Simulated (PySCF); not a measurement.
A structure optimised at PBE-D3(BJ)/def2-SVP, used in a PySCF frequency run:

```
Si
F 1 1.6413
C 1 1.9008 2 108.90
F 3 1.3981 1 107.20 2 79.63
H 3 1.1136 4 109.59 1 -120.07
H 3 1.1136 5 107.86 4 119.46
Cl 1 2.0812 2 107.50 3 -116.67
Si 1 2.3434 2 110.03 3 121.66
H 8 1.5019 1 110.03 2 -54.04
H 8 1.5027 9 110.01 1 -121.31
H 8 1.5039 9 109.62 10 -120.51
```

Question: Write its SMILES and formula.

Answer: FC[Si@](F)([SiH3])Cl, CH5ClF2Si2

Question: What are its rotational constants (standard atomic weights)?

Answer: 1.7680, 1.3538, 1.0518 GHz
